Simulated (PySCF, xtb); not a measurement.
germyloxygermane (Ge2H6O), SMILES [GeH3][O][GeH3].

xtb with GFN2-xTB at its own geometry gives an orbital gap of 6.94 eV and a dipole moment of 0.77 D.

Geometry: r2SCAN-D4/def2-SVP.

Task: What does PBE/def2-TZVP (PySCF) give? (Estimate from the structure and the level; the computed values follow.)

Result: gap 5.56 eV (levels -6.70 and -1.14 eV), dipole 0.78 D.
